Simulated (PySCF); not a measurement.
How the method changes the constants of RbMg⁻

State: ¹Σ⁺ (singlet), closed shell. Set-up: basis Rb def2-SVPD with ECP28, Mg def2-SVPD; scalar-relativistic core potentials; PySCF 2.14. De refers to Rb⁻ + Mg in their ground configurations, without counterpoise correction. A positive dipole points towards Mg; it is taken about the centre of mass and depends on that origin.

```json
{"Level": "RHF-MP2", "Re (Å)": "4.659", "ωe (cm⁻¹)": "41.1", "De (eV)": "n/a", "μ (D)": "n/a"}
{"Level": "RHF-SCS-MP2", "Re (Å)": "4.826", "ωe (cm⁻¹)": "33.9", "De (eV)": "n/a", "μ (D)": "n/a"}
{"Level": "RHF-CCSD", "Re (Å)": "4.729", "ωe (cm⁻¹)": "35.5", "De (eV)": "0.117", "μ (D)": "n/a"}
{"Level": "RHF-CCSD(T)", "Re (Å)": "4.530", "ωe (cm⁻¹)": "46.6", "De (eV)": "0.165", "μ (D)": "n/a"}
{"Level": "PBE", "Re (Å)": "4.411", "ωe (cm⁻¹)": "55.4", "De (eV)": "0.313", "μ (D)": "0.28"}
{"Level": "PW91", "Re (Å)": "4.393", "ωe (cm⁻¹)": "56.3", "De (eV)": "0.325", "μ (D)": "0.31"}
{"Level": "r²SCAN", "Re (Å)": "4.447", "ωe (cm⁻¹)": "55.5", "De (eV)": "0.290", "μ (D)": "0.25"}
{"Level": "PBE0", "Re (Å)": "4.479", "ωe (cm⁻¹)": "52.1", "De (eV)": "0.253", "μ (D)": "0.57"}
{"Level": "B97-3", "Re (Å)": "4.534", "ωe (cm⁻¹)": "48.3", "De (eV)": "0.209", "μ (D)": "0.53"}
{"Level": "HSE06", "Re (Å)": "4.463", "ωe (cm⁻¹)": "52.7", "De (eV)": "0.276", "μ (D)": "0.41"}
{"Level": "B2PLYP", "Re (Å)": "4.591", "ωe (cm⁻¹)": "44.5", "De (eV)": "0.165", "μ (D)": "2.03"}
```

Which functional lies closest to RHF-CCSD(T) in De, which farthest, and by how much do they differ from it?

Closest is B2PLYP (+6.1 pm in Re, -4.5 % in ωe, +0.00 eV in De against RHF-CCSD(T) in the same basis), farthest PW91 (-13.7 pm in Re, +20.8 % in ωe, +0.16 eV in De). CCSD(T) converges more slowly with the basis than the functionals do and binds too weakly in this one, so the order can change at the basis-set limit.

What does the triples do here, going from RHF-CCSD to RHF-CCSD(T)?

RHF-CCSD(T) less RHF-CCSD: -19.9 pm in Re, +31.3 % in ωe, +0.05 eV in De. Correlation nearly always deepens the well. The bond shortens, as in weak, metallic or heavy-atom bonds, where dispersion and the correlation of outer-core electrons pull the atoms together.

Correlated steps freeze 1 core orbital. Closed-shell solutions of metal pairs were not tested for spin polarisation, which can lower them a little. The bond is weak. Basis-set superposition, not corrected here, can be much of De in a small basis, most of all at correlated wavefunction levels. For an ion De counts to the pair picked by the measured ionisation energies or electron affinities, which need not be the lowest pair at this level. The highest Kohn–Sham level is positive in this anion. Much of that is self-interaction error, but it also means that the finite basis helps to hold the extra electron. B2PLYP dipoles, levels and charges come from its SCF part alone. The CCSD T1 diagnostic is raised, a sign that a single reference may not be enough here.
